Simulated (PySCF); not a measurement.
# Correlation energy of Cr (chromium, neutral)

[Ar] 3d4 4s2, high-spin 5D determinant (an excited configuration). Calculation: PySCF 2.14, in def2-TZVPPD (6s6p4d2f1g, 67 functions); no relativity, point nucleus. Frozen: [Ne]; 14 electrons correlated.

MP2 pair energies summed by pair of shells (mhartree):

| pair | energy | share (%) |
| --- | --- | --- |
| 3p-3d | -135.82 | 35.2 |
| 3p-3p | -90.74 | 23.5 |
| 3d-3d | -40.44 | 10.5 |
| 3s-3p | -31.53 | 8.2 |
| 3d-4s | -22.18 | 5.8 |
| 3s-3d | -20.83 | 5.4 |
| 4s-4s | -20.81 | 5.4 |
| 3p-4s | -17.14 | 4.4 |
| 3s-3s | -4.92 | 1.3 |
| 3s-4s | -1.10 | 0.3 |

Total MP2 correlation energy: -385.52 mhartree.

Same-spin part -129.07 and opposite-spin part -256.45 mhartree; SCS-MP2 scales them by 1/3 and 6/5 to -350.76 mhartree.

This basis was not built for core-valence correlation, so the inner-shell part is incomplete.
